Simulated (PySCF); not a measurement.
These are PBE-D3(BJ)/def2-TZVP // PBE0-D3(BJ)/def2-TZVP run with PySCF values and carry that method's errors. Isolated molecules, 0 K electronic values unless said otherwise. 

Reference species (SMILES): `[F][Al][F]` (neutral, multiplicity 2).

- dipole moment = 1.68 D

Changed species: `[F][Al][Br]` (radical fragment; the reference has radical fragment).

**Question.** Give the shifts of the dipole moment.

**Answer.** the dipole moment falls by 0.22 D, to 1.46 D.
